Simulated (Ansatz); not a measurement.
`C[NH][GeH]([Cl])[Cl]`. Charge 0, multiplicity 1. The geometry is a stationary point of PBE0-D4/def2-TZVP. It is one conformer, not always the lowest.

```xyz
10

C    -0.829   -1.030    0.635
N     0.483   -0.504    0.293
Ge    0.598    0.894   -0.846
Cl   -0.560    2.597   -0.194
Cl    2.650    1.485   -0.866
H    -1.412   -0.379    1.296
H    -0.720   -2.005    1.117
H    -1.411   -1.188   -0.276
H     1.091   -0.410    1.094
H     0.111    0.540   -2.250
```

What is the dipole moment at ωB97M-V/def2-TZVPP? (Estimate.)

The calculation gave: 2.32 D, with components (-0.99, -2.04, 0.52) D in this frame, pointing from negative to positive charge.

And with PBE, r2SCAN, B3LYP? (Best estimate.)

Computed: PBE 2.37 D, r2SCAN 2.43 D, B3LYP 2.37 D.

Give the Mulliken charges with ωB97M-V, B3LYP, r2SCAN in def2-TZVPP. (An estimate is asked.)

Computed: 
```csv
atom,ωB97M-V,B3LYP,r2SCAN
C1,-0.25,-0.19,-0.05
N2,-0.30,-0.30,-0.33
Ge3,0.56,0.62,0.64
Cl4,-0.28,-0.31,-0.32
Cl5,-0.26,-0.29,-0.30
H6,0.13,0.11,0.07
H7,0.12,0.10,0.06
H8,0.12,0.10,0.06
H9,0.11,0.13,0.14
H10,0.05,0.03,0.03
```

B3LYP here is the variant with VWN-RPA as its local correlation; programs differ in this.
